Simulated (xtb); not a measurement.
In(I)(OH)2 (H₂IInO₂), SMILES [OH][In]([OH])[I]. All values are semi-empirical tight-binding results from xtb (GFN2-xTB unless named), good for trends rather than for accurate numbers. Geometry: GFN2-xTB. One conformer was computed; it need not be the lowest.

Optimised geometry:

Bonded distances (Å): In1–I2 2.673, In1–O3 1.933, In1–O5 1.944, O3–H4 0.959, O5–H6 0.956. Angles (°): I2–In1–O3 124.1, I2–In1–O5 122.2, O3–In1–O5 113.7, In1–O3–H4 108.8, In1–O5–H6 115.9.
Charge 0, spin multiplicity 1.

For metal compounds this method's bond lengths and energies can be far off.

### Question
Estimate the properties. (The exact figures need the calculation; the answer reports its results.)

### Answer

- point group as xtb finds it = Cs
- orbital gap = 2.99 eV
- zero-point energy = 15.2 kcal/mol
- G − E(el) at 298.15 K (modified RRHO) = -6.3 kcal/mol

Computed atomic charges and the Wiberg bond orders between heavy atoms:
charges (e) In1 0.34, I2 -0.03, O3 -0.47, H4 0.33, O5 -0.49, H6 0.32. Bond orders In1–I2 1.00, In1–O3 1.03, In1–O5 0.99.
